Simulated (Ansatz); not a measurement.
Consider the atomization: `CC(=O)[O][GeH]([O]C(C)=O)[O]C(C)=O` → 6 C• + Ge• + 10 H• + 6 O•.

Computed with Ansatz on PBE0-D4/def2-TZVP structures; ΔE is electronic, products minus reactants. CBS: MP2 limit from def2 TZ/QZ plus the TZ coupled-cluster correction, frozen cores. This one scheme is used for every species, atoms too. DFT in def2-TZVPP. HSE06 is defined as in plane-wave codes. Open shells (•) are unrestricted, without spin–orbit coupling. Spin–orbit coupling would lower the free atoms: a little for C, O; clearly for Ge. Bonds to Ge are less sure, by a few kJ/mol each and by 10 to 20 or more in all where they break to atoms, as the def2 sets lack core-valence functions. Scalar relativity is left out up to krypton. Each species was taken in one conformer, which may not be the lowest.

`CC(=O)[O][GeH]([O]C(C)=O)[O]C(C)=O`:

```xyz
23

C    -0.900   -1.844    3.479
C    -0.331   -0.720    2.677
O    -0.286    0.436    3.027
O     0.142   -1.105    1.492
Ge    0.821    0.283    0.551
O    -0.514    1.384    0.104
C    -1.410    0.992   -0.811
C    -2.399    2.072   -1.116
O    -1.394   -0.101   -1.313
O     1.481   -0.760   -0.775
C     1.927    0.011   -1.757
C     2.435   -0.743   -2.940
O     1.889    1.219   -1.657
H    -1.713   -2.311    2.920
H    -0.136   -2.608    3.634
H    -1.263   -1.473    4.434
H     1.906    1.048    1.279
H    -3.142    1.705   -1.820
H    -2.877    2.407   -0.194
H    -1.873    2.931   -1.538
H     3.158   -1.495   -2.623
H     2.881   -0.058   -3.656
H     1.596   -1.270   -3.400
```

Q: What is ΔE at CCSD(T)/CBS? (An estimate is asked.)

A: Computed: +9997.2 kJ/mol.

Q: What do these levels give: revPBE-D4, r2SCAN-D4, HSE06-D4, ωB97X-V, PBE, PBE0, BHLYP, CAM-B3LYP, CCSD/def2-SVP, MP2/def2-TZVPP, SCS-MP2/def2-TZVPP, CCSD/CBS(def2)? (Best estimate.)

A: Ansatz gave: revPBE-D4 10037.0, r2SCAN-D4 10075.5, HSE06-D4 10054.3, ωB97X-V 10037.3, PBE 10289.0, PBE0 9991.7, BHLYP 9470.8, CAM-B3LYP 9987.6, CCSD/def2-SVP 9375.4, MP2/def2-TZVPP 10054.6, SCS-MP2/def2-TZVPP 9908.7, CCSD/CBS(def2) 9791.3 kJ/mol.

Largest T1 diagnostic among the species: 0.015.

Leaving LDA and LC-ωPBE aside and taking each functional with its dispersion term where it has one, the values, not all of them listed here, spread over 806.8 kJ/mol, from BHLYP-D4 to PBE-D4. LDA lies +1469.0 kJ/mol from PBE without D4, its usual overbinding. The D4 term adds +99.0 kJ/mol with B3LYP and +53.9 kJ/mol with PBE0; it sums over pairs of atoms, weighted by their polarisabilities, and B3LYP, whose exchange is more repulsive, gets the larger term.

B3LYP here is the variant with VWN-RPA as its local correlation; programs differ in this.

For atomizations the MP2-based limit and the directly extrapolated one differ by several kJ/mol either way, and by 10 to 25 for some Ge, Se and Sn compounds, so smaller differences from it don't rank the levels.
